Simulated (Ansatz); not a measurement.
Ansatz (an electronic-structure program) input (RPA@PBE/cc-pV(Q+d)Z):
A basis named .json is the Basis Set Exchange file of that set.

Ansatz 0.2 input:
```yaml
crystal:
  periodic: [false, false, false]
  atoms:
    - {symbol: F, position_ang: [-0.67566523, -0.86675447, -1.05113861]}
    - {symbol: C, position_ang: [-0.53150033, -0.06471911, -0.00882361]}
    - {symbol: F, position_ang: [-0.72804288, -0.73213894, 1.11651482]}
    - {symbol: Cl, position_ang: [0.93072794, 0.86931502, -0.03149672]}
basis:
  gaussian:
    orbitals: cc-pV_Q+d_Z.json
hamiltonian:
  xc: pbe
magnetization: {spin_polarized: true, initial_magnetization: 1}
correlation: {method: rpa, electrons: outside_noble_gas}
```

End of the output:

```
integrals: 0.55 GiB planned
1430 factors; integrals over basis functions are off by at most 5.2e-4 eV
mean field: 1.16 GiB planned
mean field evaluation 1: about -18982.4665 eV, gradient 2.2e1 eV
mean field evaluation 2: about -18982.4647 eV, gradient 2.2e1 eV
mean field evaluation 4: about -18983.7883 eV, gradient 5.1e0 eV
mean field evaluation 8: about -18983.8947 eV, gradient 2.8e-1 eV
mean field evaluation 16: about -18983.8950 eV, gradient 9.9e-5 eV
mean field -18983.89504752 eV, -697.6452752501 hartree, gradient 1.2e-6 eV, S^2 0.751906; 0 other end points of the search recorded, 0 dependent functions left out
8 core orbitals not correlated
reference -18946.28931408 eV, -696.2632900364 hartree; 13, 12 occupied and 208, 209 virtual orbitals, 1430 factors
Total energy: -18984.54464909 eV, -697.6691476676 hartree
```

It need not be the lowest isomer of its formula.
